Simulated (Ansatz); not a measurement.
Saddle point of ZnH₄SO₂, closed shell (ZnH₂O₂ ([OH][Zn][OH]) + H₂S → ZnH₂SO ([OH][Zn][SH]) + H₂O (still joined by a long Zn–O bond); bonds formed: O2–H4; dative contacts that become bonds: Zn1–S5; bonds broken: H4–S5; bonds weakened to dative contacts: Zn1–O2), PBE0-D4/def2-TZVP structure:

| atom | x (Å) | y (Å) | z (Å) |
| --- | --- | --- | --- |
| Zn1 | -0.2559 | -0.1756 | -0.6468 |
| O2 | 0.5117 | -1.3315 | 0.6238 |
| O3 | -1.1579 | 0.0594 | -2.1760 |
| H4 | 0.9162 | -0.1074 | 1.2146 |
| S5 | 0.7003 | 1.3696 | 1.0861 |
| H6 | 0.9702 | -2.1566 | 0.4546 |
| H7 | -1.2805 | 0.9816 | -2.4068 |
| H8 | -0.4041 | 1.3605 | 1.8504 |

Energies are electronic, without zero-point energy. Barriers and step energies count from the start structure reached by relaxing down the imaginary mode; all methods use the PBE0-D4 structures, on which another method's saddle can fall below an end. Computed with Ansatz 0.2.0 (basis: def2-TZVPP, with def2-QZVPP for the basis limit); correlated methods freeze the cores. The 3s and 3p shells of Cu and Zn are frozen; filled d shells are correlated. B3LYP uses VWN-RPA correlation. Extrapolation: Hartree–Fock as exp(−7.88 √X), correlation as X^−2.97.

```
      method  barrier (kcal/mol)  step energy (kcal/mol)
       SPW92               -1.36                  -20.94
      PBE-D4                   ?                  -19.21
     BLYP-D4                4.92                  -17.40
   r2SCAN-D4                3.35                  -20.68
      B97M-V                6.04                  -20.35
     PBE0-D4                   ?                  -21.70
    B3LYP-D4                5.46                  -19.71
  r2SCAN0-D4                3.95                  -22.65
    BHLYP-D4                6.83                  -22.13
CAM-B3LYP-D4                5.82                  -20.28
     wB97X-V                6.03                  -20.51
     wB97M-V                5.79                  -21.53
      B2PLYP                   ?                  -20.02
    PBE-QIDH                4.41                  -22.25
  RPA on PBE                6.68                  -18.34
          HF               11.07                  -24.12
         MP2                5.33                  -20.36
        CCSD                7.24                  -20.87
     CCSD(T)                6.02                  -20.48
```

**Question.** Fill in the withheld barriers. (To be estimated.)

**Answer.** Computed: B2PLYP 5.73; PBE-D4 2.39; PBE0-D4 3.39 kcal/mol. Each is the energy of the saddle less that of the start structure, by the same method.

For comparison, the barrier by CCSD(T) at an estimated basis limit (MP2 extrapolated from triple and quadruple zeta, plus CCSD(T) − MP2 in triple zeta) is 6.06 kcal/mol.

No T1 diagnostic of these runs exceeds 0.016.

Labels in which every atom is bracketed show which atoms are joined, not bond orders.

For scale, one of the runs: CCSD(T)/def2-TZVPP, 224 basis functions, launched by `ansatz run in.yaml --threads 8 --pin off --events-out ev --progress --plain --max-ram 19148MiB`. Time: 84 s of wall clock on 8 CPU threads of an AMD EPYC 7R43; the host was shared. Peak host memory: 3.6 GiB.
